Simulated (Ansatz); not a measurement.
AlH₇SiSn, SMILES `[SiH3][AlH][SnH3]`. Total charge 0; spin multiplicity 1. Sn takes the def2 core potential.

```xyz
10

Si    1.744   -0.533   -1.307
Al   -0.414   -0.951   -0.212
Sn   -1.492    0.920    1.344
H     1.647    0.681   -2.168
H     2.228   -1.657   -2.156
H     2.788   -0.254   -0.278
H    -1.197   -2.322   -0.406
H    -1.751    0.356    2.941
H    -0.531    2.330    1.477
H    -3.022    1.430    0.764
```

Task: List the harmonic frequencies (cm⁻¹, unscaled) at PBE0-D4/def2-TZVP in Ansatz. (Best estimate.)

Result: The calculation gave: 9, 27, 69, 251, 270, 324, 324, 404, 449, 476, 596, 682, 734, 737, 856, 932, 937, 1901, 1913, 1913, 1921, 2193, 2200, 2212.
